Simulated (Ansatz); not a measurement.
C8H18O (`CCC(C)OC(C)(C)C`), relaxed with RKS PBE-D4/def2-SVP in Ansatz 0.2.0 from a rough embedded geometry. The force threshold is 0.03 eV/Å; the program also tests the step.

Charge 0, multiplicity 1.

Start:

```xyz
27

C     1.886    1.997   -0.344
C     1.172    1.760    0.980
C    -0.068    0.865    0.835
C    -0.800    0.779    2.180
O     0.365   -0.420    0.419
C    -0.356   -1.121   -0.590
C    -0.247   -0.429   -1.957
C    -1.834   -1.321   -0.230
C     0.339   -2.485   -0.657
H     1.228    2.490   -1.055
H     2.207    1.049   -0.764
H     2.762    2.623   -0.195
H     1.856    1.275    1.678
H     0.862    2.715    1.409
H    -0.738    1.309    0.087
H    -1.067    1.775    2.524
H    -0.149    0.313    2.914
H    -1.706    0.186    2.096
H    -0.721    0.550   -1.945
H    -0.737   -1.034   -2.715
H     0.797   -0.304   -2.230
H    -2.364   -0.372   -0.196
H    -1.920   -1.810    0.738
H    -2.309   -1.950   -0.979
H    -0.115   -3.107   -1.423
H     0.261   -2.985    0.304
H     1.393   -2.348   -0.885
```

```
step  energy (eV)  largest force (eV/Å)  largest move (Å)
   1  -10615.5375                 0.920             0.000
   2  -10615.6799                 0.247             0.053
   3  -10615.6950                 0.131             0.035
   4  -10615.6961                 0.046             0.012
   5  -10615.6964                 0.005             0.015
```

End:

```xyz
27

C     1.917    1.975   -0.350
C     1.161    1.777    0.962
C    -0.076    0.872    0.848
C    -0.812    0.769    2.187
O     0.369   -0.417    0.420
C    -0.361   -1.129   -0.600
C    -0.253   -0.411   -1.957
C    -1.839   -1.330   -0.220
C     0.351   -2.484   -0.664
H     1.276    2.448   -1.123
H     2.260    1.000   -0.747
H     2.806    2.622   -0.211
H     1.836    1.326    1.722
H     0.837    2.757    1.374
H    -0.761    1.316    0.087
H    -1.105    1.772    2.558
H    -0.150    0.298    2.943
H    -1.727    0.153    2.106
H    -0.717    0.596   -1.926
H    -0.770   -0.990   -2.749
H     0.808   -0.292   -2.251
H    -2.384   -0.366   -0.164
H    -1.924   -1.840    0.759
H    -2.351   -1.954   -0.980
H    -0.101   -3.138   -1.435
H     0.288   -2.993    0.318
H     1.423   -2.338   -0.905
```

Hardware: 4 threads of an AMD EPYC 7R13 on a shared host and a share of an NVIDIA H100 80 GB. Wall time 5.5 s, peak host memory 0.88 GiB.
